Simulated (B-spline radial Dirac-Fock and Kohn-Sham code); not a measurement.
**W⁴⁺: eigenvalues, ΔSCF and the reference**

System: W⁴⁺, configuration 1s2 2s2 2p6 3s2 3p6 3d10 4s2 4p6 4d10 4f14 5s2 5p6 6s2 (an excited configuration).

The density-functional columns are spherical, spin-unpolarised Dirac-Kohn-Sham results without Breit or QED terms: −ε is minus the orbital energy of the initial state and ΔSCF the difference of two total energies. The reference in the last column comes from multi-electron Dirac-Fock with separately optimised hole states, Breit and Lamb-shift corrections added in first order. All numbers are from a radial B-spline solver, in eV; a selection of levels is shown. The Kohn-Sham columns are given as differences from the reference. For the 1s level of heavy atoms much of the gap between ΔSCF and the reference is the Breit and QED part, -349.2 eV here; for other levels the error of the functional can be larger.

| level | LDA −ε − DF | LDA ΔSCF − DF | Dirac-Fock |
| --- | --- | --- | --- |
| K (1s) | -219.1 | +337.2 | 69584.6 |
| L1 (2s) | -161.6 | -58.3 | 12171.2 |
| L2 (2p1/2) | -114.1 | +18.4 | 11607.5 |
| L3 (2p3/2) | -127.8 | -13.8 | 10270.1 |
| M1 (3s) | -84.9 | -53.9 | 2889.9 |
| M2 (3p1/2) | -67.3 | -34.1 | 2641.2 |
| M3 (3p3/2) | -66.5 | -36.3 | 2348.3 |
| M4 (3d3/2) | -44.8 | -8.7 | 1935.1 |
| M5 (3d5/2) | -46.0 | -11.0 | 1872.7 |
| N1 (4s) | -46.3 | -30.9 | 665.2 |
| N2 (4p1/2) | -38.4 | -23.2 | 561.5 |
| N3 (4p3/2) | -38.6 | -23.9 | 493.7 |
| N4 (4d3/2) | -26.3 | -11.9 | 323.3 |
| N5 (4d5/2) | -26.4 | -12.1 | 310.8 |
| N6 (4f5/2) | -10.0 | +3.2 | 96.17 |
| N7 (4f7/2) | -10.1 | +3.0 | 94.04 |
| O1 (5s) | -13.2 | -3.8 | 142.9 |
| O2 (5p1/2) | -7.1 | +1.7 | 107.6 |
| O3 (5p3/2) | -7.1 | +1.3 | 96.86 |
| P1 (6s) | -1.8 | +2.8 | 43.60 |

Values without a named source are computed, but for edge energies of neutral atoms, which are taken from tables.
